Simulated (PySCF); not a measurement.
An excited-state job on `C=C/C(F)=C\C(=O)[O-]`.

Method: TDDFT CAM-B3LYP/def2-SVPD, vertical, gas phase, core orbitals frozen in the response (PySCF 2.14.0, density-fitted response routines). Geometry: GFN2-xTB. A driver script takes a list of jobs; this job's settings line and coordinates (Å) are shown.

Command:
```bash
OMP_NUM_THREADS=1 python probes_run.py task.json out
```

Input:
```
{"job": {"kind": "uv", "xc": "CAM-B3LYP", "basis": "def2-SVPD", "nstates": 8, "ntriplets": 3}, "charge": -1, "multiplicity": 1}
C      2.297300    -0.124277     0.281349
C      0.974834    -0.257819     0.269645
C      0.062111     0.599563    -0.442706
F      0.676577     1.631709    -1.157609
C     -1.261293     0.501918    -0.480412
C     -2.153669    -0.564131     0.237966
O     -1.582765    -1.424084     0.920711
O     -3.361657    -0.407999     0.025722
H      2.795771     0.664357    -0.261682
H      2.930994    -0.798405     0.834316
H      0.452514    -1.040326     0.806284
H     -1.829519     1.218809    -1.059611
```

Problem. Estimate the output.

Solution. 
```
coarse grid: 11168 points
cycle   1  E = -442.4175576480  dE =  1.321e+00  |g| = 1.166e+00  |ddm| = 6.499e+00
cycle   2  E = -442.1529580337  dE =  2.646e-01  |g| = 1.714e+00  |ddm| = 5.260e+00
cycle   3  E = -442.6936443630  dE = -5.407e-01  |g| = 1.219e-01  |ddm| = 3.703e+00
cycle   4  E = -442.6956342873  dE = -1.990e-03  |g| = 8.906e-02  |ddm| = 3.642e-01
cycle   5  E = -442.6971477193  dE = -1.513e-03  |g| = 3.015e-02  |ddm| = 1.561e-01
cycle   6  E = -442.6973323846  dE = -1.847e-04  |g| = 7.375e-03  |ddm| = 5.133e-02
cycle   7  E = -442.6973466276  dE = -1.424e-05  |g| = 2.629e-03  |ddm| = 2.312e-02
cycle   8  E = -442.6973491904  dE = -2.563e-06  |g| = 1.097e-03  |ddm| = 7.181e-03
final grid: 111552 points
cycle   9  E = -442.7861114449  dE = -2.741e-05  |g| = 4.338e-03  |ddm| = 8.837e-02
cycle  10  E = -442.7861103737  dE =  1.071e-06  |g| = 5.291e-03  |ddm| = 1.602e-02
cycle  11  E = -442.7861154273  dE = -5.054e-06  |g| = 4.015e-04  |ddm| = 6.667e-03
cycle  12  E = -442.7861154592  dE = -3.190e-08  |g| = 1.685e-04  |ddm| = 1.095e-03
cycle  13  E = -442.7861154663  dE = -7.039e-09  |g| = 7.166e-05  |ddm| = 4.239e-04
cycle  14  E = -442.7861154675  dE = -1.249e-09  |g| = 1.574e-05  |ddm| = 1.810e-04
cycle  15  E = -442.7861154676  dE = -8.163e-11  |g| = 1.097e-05  |ddm| = 6.368e-05
converged SCF energy = -442.7861154676

Static polarisability (au): isotropic 82.117, principal 48.551 71.317 126.484

Singlet excitations
state   eV       nm        f      main configurations
  1   4.0250    308.0   0.00000   H->L 0.79, H-1->L 0.16
  2   4.2387    292.5   0.00001   H-1->L 0.77, H->L 0.14
  3   4.8999    253.0   0.01014   H-2->L 0.91
  4   5.4677    226.8   0.67312   H-3->L 0.90
  5   6.0276    205.7   0.03814   H->L+1 0.47, H->L+3 0.28, H-1->L+1 0.09
  6   6.0729    204.2   0.01008   H-3->L+1 0.87
  7   6.2825    197.3   0.03615   H-1->L+1 0.30, H-1->L+3 0.21, H-1->L+2 0.16
  8   6.4974    190.8   0.00001   H-2->L+1 0.40, H-2->L+3 0.38, H-2->L+2 0.14

Triplet excitations (Tamm-Dancoff, eV): 3.1089 3.8637 3.9685
```

The SCF starts on a coarse grid where the log names one; the energy can jump when the final grid takes over, and dE then counts from the start density on the new grid. H and L stand for HOMO and LUMO; the number after each pair is its weight.

Problem. Which computed singlet has the largest oscillator strength, and what do all of them sum to?

Solution. State 4 at 5.47 eV (227 nm), f = 0.673; the 8 states sum to 0.768.

Summary of the converged run: HOMO -3.62 eV, LUMO 3.58 eV; lowest singlet 4.03 eV; lowest triplet 3.11 eV (Tamm–Dancoff); mean polarisability 82.1 au.

Time: 65 s of wall time (grids of density and orbitals included); peak memory 0.90 GiB. Hardware: one thread, Arm Neoverse N1 (aarch64), shared host with 64 logical CPUs at a one-minute load of 24.

One conformer stands for the species.
Labels such as C1 count atoms from 1, the log's own numbers from 0.
